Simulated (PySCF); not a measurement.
# How methods differ on the fine-structure interval of Ag²⁺

Ag²⁺ [Kr] 4d9 [4d3/2^4 4d5/2^5, M_J = 5/2] → Ag²⁺ [Kr] 4d9 [4d3/2^3 4d5/2^6, M_J = 3/2], as a difference of total energies. Calculation: PySCF 2.14, in x2c-TZVPPall-2c (8s9p7d2f1g, 93 functions); the two-component X2C-1e Hamiltonian. Correlated levels: [Ar] 3d10 frozen; the 6 highest virtual spinors dropped. "Screened" scales the spin-orbit matrix elements by Boettger's factors to mimic the two-electron term; Breit and QED terms are absent.

```tsv
method	fine-structure interval (cm⁻¹)
GHF (screened spin-orbit)	4722.4
GMP2 (screened spin-orbit)	5071.7
GHF (bare spin-orbit)	6077.8
```
